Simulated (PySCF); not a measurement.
C$_{2}$H$_{9}$InN, charge +1, singlet, at a GFN2-xTB geometry (such geometries of metal compounds can be far from the true shape) (all electrons, no relativity); PBE0/STO-3G in PySCF.

Here is a job for PySCF.
```python
from pyscf import gto, scf, dft

mol = gto.Mole()
mol.atom = '''
    In    0.01029216    0.25808808    0.06989038
    C     1.73797640    0.84692082   -1.26039157
    H     2.61736320    0.31016744   -0.90906612
    H     1.88244548    1.92293075   -1.18576466
    H     1.47689291    0.55587623   -2.27634374
    C    -1.69717134    0.22996896    1.54824413
    H    -2.56637048   -0.17166069    1.03031352
    H    -1.87885657    1.24785044    1.88771495
    H    -1.40043788   -0.41034404    2.37695452
    N    -0.08325956   -2.14434856   -0.57701847
    H    -0.74633417   -2.31444460   -1.33208764
    H    -0.36877472   -2.74357612    0.19645205
    H     0.81774317   -2.49401433   -0.90078781
'''
mol.basis = 'sto-3g'
mol.charge = 1
mol.verbose = 5
mol.build()

mf = dft.RKS(mol)
mf.xc = 'pbe0'
mf.kernel()
```

Predict the main parts of the log of this PySCF run.


```
PySCF version 2.14.0

[INPUT] verbose = 5
[INPUT] max_memory = 4000
[INPUT] num. atoms = 13
[INPUT] num. electrons = 76
[INPUT] charge = 1
[INPUT] spin (= nelec alpha-beta = 2S) = 0
[INPUT] symmetry False subgroup None
[INPUT] Mole.unit = angstrom
[INPUT] Symbol           X                Y                Z      unit          X                Y                Z       unit  Magmom
[...]
[INPUT] ---------------- BASIS SET ----------------
[INPUT] l, kappa, [nprim/nctr], expnt,             c_1 c_2 ...
[INPUT] H
[...]
                                0.62391373        0.53532814
                                0.1688554         0.44463454
[INPUT] C
[...]
                                13.045096         0.53532814
                                3.5305122         0.44463454
[...]
                                0.6834831         0.39951283
                                0.2222899         0.70011547
[...]
                                0.6834831         0.60768372
                                0.2222899         0.39195739
[INPUT] In
[...]
                                939.5770707       0.5353281423
                                254.2862231       0.4446345422
[...]
                                105.1120716       0.3995128261
                                34.18570799       0.7001154689
[...]
                                17.07428044       0.2175436044
                                6.587788204       0.9166769611
[...]
                                1.965878882       0.0576109534
                                0.8653847237      1.115578745
[...]
                                0.3052530187      -0.1972567438
                                0.1348356264      1.375495512
[...]
                                105.1120716       0.6076837186
                                34.18570799       0.3919573931
[...]
                                17.07428044       0.5777664691
                                6.587788204       0.4846460366
[...]
                                1.965878882       0.5852047641
                                0.8653847237      0.543944204
[...]
                                0.3052530187      0.629032369
                                0.1348356264      0.6662832743
[...]
                                17.07428044       0.6555473627
                                6.587788204       0.286573259
[...]
                                1.965878882       0.6686785577
                                0.8653847237      0.3052468245
[INPUT] N
[...]
                                18.052312         0.53532814
                                4.8856602         0.44463454
[...]
                                0.8784966         0.39951283
                                0.2857144         0.70011547
[...]
                                0.8784966         0.60768372
                                0.2857144         0.39195739

nuclear repulsion = 357.571192697706
number of shells = 29
number of NR pGTOs = 153
number of NR cGTOs = 51
basis = sto-3g
ecp = {}

******** <class 'pyscf.dft.rks.RKS'> ********
method = RKS
initial guess = minao
damping factor = 0
level_shift factor = 0
DIIS = <class 'pyscf.scf.diis.CDIIS'>
diis_start_cycle = 1
diis_space = 8
diis_damp = 0
SCF conv_tol = 1e-09
SCF conv_tol_grad = None
SCF max_cycles = 50
direct_scf = True
direct_scf_tol = 1e-13
XC library pyscf.dft.libxc version 7.1.2
    S. Lehtola, C. Steigemann, M. J. T. Oliveira, and M. A. L. Marques,  SoftwareX 7, 1–5 (2018)
XC functionals = pbe0
    C. Adamo and V. Barone,  J. Chem. Phys. 110, 6158 (1999)
    M. Ernzerhof and G. E. Scuseria,  J. Chem. Phys. 110, 5029 (1999)
radial grids:
    Treutler-Ahlrichs [JCP 102, 346 (1995); DOI:10.1063/1.469408] (M4) radial grids

becke partition: Becke, JCP 88, 2547 (1988); DOI:10.1063/1.454033
pruning grids: <function nwchem_prune>
grids dens level: 3
symmetrized grids: False
atomic radii adjust function: <function treutler_atomic_radii_adjust>
small_rho_cutoff = 0
[...]
 -6.87866804e-01 -6.87000854e-01 -5.39408012e-01 -5.33439669e-01
 -5.30303340e-01 -5.29091314e-01 -5.24153240e-01 -4.98167075e-01
 -4.86336067e-01 -4.82022620e-01 -4.73314894e-01 -4.70023359e-01
 -4.02813286e-01 -3.83298312e-01 -1.19403711e-01 -5.96854134e-02
 -3.57983803e-02  1.74102672e-01  2.01020830e-01  2.13602991e-01
  2.27518231e-01  3.42119659e-01  3.42283786e-01  3.45902397e-01
  3.47149820e-01  3.55993185e-01  3.57254462e-01]
nelec by numeric integration = 75.99999851314284
E1 = -8747.085820847547  E2 = 2570.5011821288267  Ecoul = 2747.5238547465374  Exc = -177.02267261771067
cycle= 6 E= -5819.01344602101  delta_E= -1.64e-07  |g|= 0.000415  |ddm|= 0.00182
[...]
  mo_energy =
[-9.77411208e+02 -1.42235976e+02 -1.35013008e+02 -1.35012261e+02
 -1.35011961e+02 -2.60968341e+01 -2.34250952e+01 -2.34224629e+01
 -2.34194460e+01 -1.57401769e+01 -1.57399436e+01 -1.57369715e+01
 -1.57350858e+01 -1.57346836e+01 -1.44587678e+01 -1.01698160e+01
 -1.01695694e+01 -3.81160123e+00 -2.75332303e+00 -2.74520439e+00
 -2.73666123e+00 -1.10012226e+00 -8.13481130e-01 -8.08771770e-01
 -6.87928482e-01 -6.87060240e-01 -5.39432513e-01 -5.33392585e-01
 -5.30241494e-01 -5.29042494e-01 -5.24123362e-01 -4.98207056e-01
 -4.86425806e-01 -4.82096675e-01 -4.73389082e-01 -4.70094360e-01
 -4.02822754e-01 -3.83243219e-01 -1.19412560e-01 -5.96397342e-02
 -3.58195525e-02  1.74046050e-01  2.01015393e-01  2.13542635e-01
  2.27505533e-01  3.42189776e-01  3.42351238e-01  3.45972952e-01
  3.47216455e-01  3.56055207e-01  3.57315071e-01]
nelec by numeric integration = 75.99999851347637
E1 = -8747.088228008357  E2 = 2570.5035892309947  Ecoul = 2747.526223630344  Exc = -177.02263439934885
cycle= 7 E= -5819.01344607966  delta_E= -5.86e-08  |g|= 1.22e-05  |ddm|= 0.000603
[...]
  mo_energy =
[-9.77411204e+02 -1.42235973e+02 -1.35013004e+02 -1.35012258e+02
 -1.35011957e+02 -2.60968320e+01 -2.34250930e+01 -2.34224612e+01
 -2.34194438e+01 -1.57401748e+01 -1.57399416e+01 -1.57369692e+01
 -1.57350838e+01 -1.57346815e+01 -1.44587686e+01 -1.01698145e+01
 -1.01695680e+01 -3.81160285e+00 -2.75332495e+00 -2.74520682e+00
 -2.73666219e+00 -1.10012259e+00 -8.13478325e-01 -8.08768812e-01
 -6.87928870e-01 -6.87060945e-01 -5.39432693e-01 -5.33389194e-01
 -5.30237666e-01 -5.29041629e-01 -5.24122787e-01 -4.98207401e-01
 -4.86427968e-01 -4.82098487e-01 -4.73389629e-01 -4.70095575e-01
 -4.02824730e-01 -3.83243851e-01 -1.19415099e-01 -5.96409372e-02
 -3.58218300e-02  1.74045515e-01  2.01014407e-01  2.13542360e-01
  2.27504590e-01  3.42193333e-01  3.42354500e-01  3.45976361e-01
  3.47220404e-01  3.56056375e-01  3.57316885e-01]
nelec by numeric integration = 75.99999851346315
E1 = -8747.088339820282  E2 = 2570.5037010427964  Ecoul = 2747.5263334849337  Exc = -177.02263244213748
cycle= 8 E= -5819.01344607978  delta_E= -1.24e-10  |g|= 1.84e-06  |ddm|= 3.8e-05
[...]
  mo_energy =
[-9.77411205e+02 -1.42235974e+02 -1.35013005e+02 -1.35012259e+02
 -1.35011958e+02 -2.60968330e+01 -2.34250939e+01 -2.34224622e+01
 -2.34194448e+01 -1.57401757e+01 -1.57399425e+01 -1.57369702e+01
 -1.57350848e+01 -1.57346825e+01 -1.44587691e+01 -1.01698142e+01
 -1.01695676e+01 -3.81160357e+00 -2.75332562e+00 -2.74520752e+00
 -2.73666296e+00 -1.10012311e+00 -8.13478186e-01 -8.08768670e-01
 -6.87929455e-01 -6.87061476e-01 -5.39433111e-01 -5.33389394e-01
 -5.30237805e-01 -5.29041266e-01 -5.24122622e-01 -4.98207894e-01
 -4.86428644e-01 -4.82099106e-01 -4.73390294e-01 -4.70096168e-01
 -4.02824920e-01 -3.83243845e-01 -1.19415330e-01 -5.96409253e-02
 -3.58221591e-02  1.74045071e-01  2.01014096e-01  2.13541782e-01
  2.27504262e-01  3.42193216e-01  3.42354544e-01  3.45976277e-01
  3.47220303e-01  3.56057042e-01  3.57317468e-01]
nelec by numeric integration = 75.99999851346504
E1 = -8747.088357969276  E2 = 2570.5037191918263  Ecoul = 2747.526351946937  Exc = -177.0226327551108
Extra cycle  E= -5819.01344607974  delta_E= 3.55e-11  |g|= 1.34e-06  |ddm|= 6.3e-06
converged SCF energy = -5819.01344607974
```
